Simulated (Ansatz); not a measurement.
Harmonic frequencies (cm⁻¹) at PBE0-D4/def2-TZVP from Ansatz: 58, 190, 277, 357, 546, 608, 730, 757, 813, 888, 940, 976, 1020, 1169, 1276, 1398, 2256, 2289, 2577, 2663, 3591.

Each molecule was computed in one conformer, which needn't be the lowest.

Which molecule is it?
A. `B[SiH](N)Cl`
B. `BN[SiH2]Cl`
C. `BN(B)C`
D. `NB[SiH2]Cl`

B.
